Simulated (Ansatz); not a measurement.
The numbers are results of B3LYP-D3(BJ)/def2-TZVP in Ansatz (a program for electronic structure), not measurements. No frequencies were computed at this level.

Ansatz 0.2 input:
```yaml
crystal:
  periodic: [false, false, false]
  atoms:
    - { symbol: Si, position_ang: [0.135106, 2.443703, -0.052593] }
    - { symbol: Al, position_ang: [0.014264, 0.007721, -0.006183] }
    - { symbol: Si, position_ang: [2.042618, -1.347048, -0.012931] }
    - { symbol: Si, position_ang: [-2.162786, -1.090895, 0.059266] }
    - { symbol: H, position_ang: [-0.93685, 3.122061, 0.714602] }
    - { symbol: H, position_ang: [0.066957, 3.07758, -1.389811] }
    - { symbol: H, position_ang: [1.38819, 2.982538, 0.529839] }
    - { symbol: H, position_ang: [2.919383, -1.2093, 1.173241] }
    - { symbol: H, position_ang: [2.961395, -1.130711, -1.154954] }
    - { symbol: H, position_ang: [1.740011, -2.798832, -0.06644] }
    - { symbol: H, position_ang: [-2.516829, -1.749852, 1.338159] }
    - { symbol: H, position_ang: [-3.285862, -0.151875, -0.180318] }
    - { symbol: H, position_ang: [-2.3656, -2.15509, -0.951876] }
basis:
  gaussian: { orbitals: def2-tzvp }
hamiltonian:
  xc: b3lyp
  dispersion: d3bj
relax:
  max_steps: 150
```

Output:

```
Functional definition: B3LYP
1438 factors; their error is unknown
mean field evaluation 1: about -30377.0136 eV, gradient 2.3e1 eV
mean field evaluation 2: about -30377.8853 eV, gradient 1.9e1 eV
mean field evaluation 4: about -30379.1397 eV, gradient 9.3e-1 eV
mean field evaluation 8: about -30379.2271 eV, gradient 1.1e-1 eV
mean field -30379.22711201 eV, -1116.4160045867 hartree, gradient 1.3e-5 eV, S^2 0.000000; 0 other end points of the search recorded, 0 dependent functions left out
reference -30379.22748624 eV, -1116.4160183395 hartree; 32, 32 occupied and 170, 170 virtual orbitals, 1438 factors
relax step   1: F+E_penalty+E_count = -30379.77040904 eV  Δ(F+E_penalty+E_count) = +0.000e0 eV  max|allowed force component| = 6.042e-1 eV/Å  Δτ_max = 0.0000 Å  (24 SCF iters, accepted)
these checks for a lower state are left out or cut short: starts, cluster_reference, orbital_swaps, neighbouring_geometries, increment
1438 factors; their error is unknown
mean field evaluation 16: about -30379.1603 eV, gradient 5.2e0 eV
mean field -30379.31566790 eV, -1116.4192589556 hartree, gradient 1.7e-5 eV, S^2 0.000000; 0 other end points of the search recorded, 0 dependent functions left out
reference -30379.31604267 eV, -1116.4192727282 hartree; 32, 32 occupied and 170, 170 virtual orbitals, 1438 factors
relax step   2: F+E_penalty+E_count = -30379.86102904 eV  Δ(F+E_penalty+E_count) = -9.062e-2 eV  max|allowed force component| = 1.475e-1 eV/Å  Δτ_max = 0.1277 Å  (27 SCF iters, accepted)
these checks for a lower state are left out or cut short: starts, cluster_reference, orbital_swaps, neighbouring_geometries, increment
1438 factors; their error is unknown
mean field -30379.33414082 eV, -1116.4199378228 hartree, gradient 6.2e-5 eV, S^2 0.000000; 0 other end points of the search recorded, 0 dependent functions left out
reference -30379.33451591 eV, -1116.4199516072 hartree; 32, 32 occupied and 170, 170 virtual orbitals, 1438 factors
relax step   3: F+E_penalty+E_count = -30379.87650828 eV  Δ(F+E_penalty+E_count) = -1.548e-2 eV  max|allowed force component| = 3.371e-2 eV/Å  Δτ_max = 0.0520 Å  (25 SCF iters, accepted)
these checks for a lower state are left out or cut short: starts, cluster_reference, orbital_swaps, neighbouring_geometries, increment
1438 factors; their error is unknown
mean field evaluation 32: about -30379.3356 eV, gradient 6.3e-5 eV
mean field -30379.33562210 eV, -1116.4199922589 hartree, gradient 6.3e-5 eV, S^2 0.000000; 0 other end points of the search recorded, 0 dependent functions left out
reference -30379.33599717 eV, -1116.4200060425 hartree; 32, 32 occupied and 170, 170 virtual orbitals, 1438 factors
relax step   4: F+E_penalty+E_count = -30379.87801973 eV  Δ(F+E_penalty+E_count) = -1.511e-3 eV  max|allowed force component| = 2.357e-2 eV/Å  Δτ_max = 0.0181 Å  (24 SCF iters, accepted)
these checks for a lower state are left out or cut short: starts, cluster_reference, orbital_swaps, neighbouring_geometries, increment
1438 factors; their error is unknown
mean field -30379.33604405 eV, -1116.4200077652 hartree, gradient 5.9e-5 eV, S^2 0.000000; 0 other end points of the search recorded, 0 dependent functions left out
reference -30379.33641901 eV, -1116.4200215449 hartree; 32, 32 occupied and 170, 170 virtual orbitals, 1438 factors
relax step   5: F+E_penalty+E_count = -30379.87870554 eV  Δ(F+E_penalty+E_count) = -6.858e-4 eV  max|allowed force component| = 1.273e-2 eV/Å  Δτ_max = 0.0160 Å  (25 SCF iters, accepted)
these checks for a lower state are left out or cut short: starts, cluster_reference, orbital_swaps, neighbouring_geometries, increment
1438 factors; their error is unknown
mean field -30379.33653818 eV, -1116.4200259244 hartree, gradient 6.3e-5 eV, S^2 0.000000; 0 other end points of the search recorded, 0 dependent functions left out
reference -30379.33691284 eV, -1116.4200396928 hartree; 32, 32 occupied and 170, 170 virtual orbitals, 1438 factors
relax step   6: F+E_penalty+E_count = -30379.87933002 eV  Δ(F+E_penalty+E_count) = -6.245e-4 eV  max|allowed force component| = 1.136e-2 eV/Å  Δτ_max = 0.0323 Å  (23 SCF iters, accepted)
these checks for a lower state are left out or cut short: starts, cluster_reference, orbital_swaps, neighbouring_geometries, increment
1438 factors; their error is unknown
mean field -30379.33671572 eV, -1116.4200324486 hartree, gradient 6.3e-5 eV, S^2 0.000000; 0 other end points of the search recorded, 0 dependent functions left out
reference -30379.33709005 eV, -1116.4200462052 hartree; 32, 32 occupied and 170, 170 virtual orbitals, 1438 factors
relax step   7: F+E_penalty+E_count = -30379.87953736 eV  Δ(F+E_penalty+E_count) = -2.073e-4 eV  max|allowed force component| = 6.369e-3 eV/Å  Δτ_max = 0.0319 Å  (24 SCF iters, accepted)
1438 factors; their error is unknown
mean field evaluation 64: about -30379.3367 eV, gradient 1.0e-5 eV
mean field -30379.33671572 eV, -1116.4200324486 hartree, gradient 6.3e-5 eV, S^2 0.000000; 1 other end points of the search recorded, 0 dependent functions left out
reference -30379.33709005 eV, -1116.4200462052 hartree; 32, 32 occupied and 170, 170 virtual orbitals, 1438 factors
Total energy: -30379.87991169 eV, -1116.4399945325 hartree
Atom 0 at     0.180045     2.451952    -0.009914 Å, force    -0.001744     0.004982     0.000335 eV/Å
Atom 1 at    -0.015551    -0.002631     0.014979 Å, force     0.001001     0.000183    -0.006369 eV/Å
Atom 2 at     2.033566    -1.369033    -0.011255 Å, force     0.001737    -0.001385     0.000636 eV/Å
Atom 3 at    -2.227151    -1.085029     0.031386 Å, force     0.000054    -0.002057     0.004013 eV/Å
Atom 4 at    -0.901861     3.114494     0.766026 Å, force     0.005475    -0.002306    -0.001676 eV/Å
Atom 5 at     0.064017     2.928779    -1.416806 Å, force    -0.001056    -0.000387     0.003778 eV/Å
Atom 6 at     1.481362     2.942916     0.514496 Å, force    -0.002828    -0.001311    -0.001226 eV/Å
Atom 7 at     2.847639    -1.102540     1.206090 Å, force    -0.000748    -0.000547    -0.000505 eV/Å
Atom 8 at     2.878482    -1.015005    -1.184631 Å, force    -0.001938    -0.000471     0.002601 eV/Å
Atom 9 at     1.778498    -2.831870    -0.068335 Å, force     0.000563     0.002044     0.000353 eV/Å
Atom 10 at    -2.454574    -1.725877     1.356585 Å, force    -0.000965     0.000741    -0.003061 eV/Å
Atom 11 at    -3.353190    -0.145053    -0.206289 Å, force     0.000271    -0.000836    -0.000008 eV/Å
Atom 12 at    -2.311284    -2.161102    -0.992331 Å, force     0.000179     0.001349     0.001130 eV/Å
Dipole moment:    -0.010729    -0.001905     0.008834 e Å
```

Cost: roughly 110 core-seconds.
